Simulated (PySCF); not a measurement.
**Polarisability and C₆ of Te+ (tellurium, charge +1)**

[Kr] 4d10 5s2 5p3, high-spin 4S determinant. All numbers are calculated (PySCF 2.14, scalar relativity through the core potential, in aug-cc-pVQZ-PP with ECP28MDF (7s7p5d3f2g, 92 functions)). Coupled (time-dependent) response in atomic units; α is the mean over directions.

```
 method  mean α (bohr³)  C₆ (like pair)  S(−4)
r2SCANh           22.10           190.1  96.42
```

S(−4) is the Cauchy moment in α(ω) = α(0) + S(−4) ω² + …

α(iu) at r2SCANh:

```
u (hartree)  α(iu) (bohr³)
          0          22.10
     0.0500          21.86
      0.100          21.18
      0.200          18.88
      0.300          16.07
      0.500          11.13
      0.750          7.233
       1.00          5.037
       1.50          2.905
       2.00          1.941
       3.00          1.079
       5.00         0.4832
```

A single London oscillator, α(iu) = α/(1 + u²/ω²), gives C₆ = (3/4) ω α². Matching the computed C₆ needs ω = 4 × 190.1 / (3 × 22.10²) = 0.519 hartree.

For an ion, C₆ is the dispersion term alone; charge-induced terms of lower order in 1/R come first.

Energies and moments cover only the electrons outside the core potential.
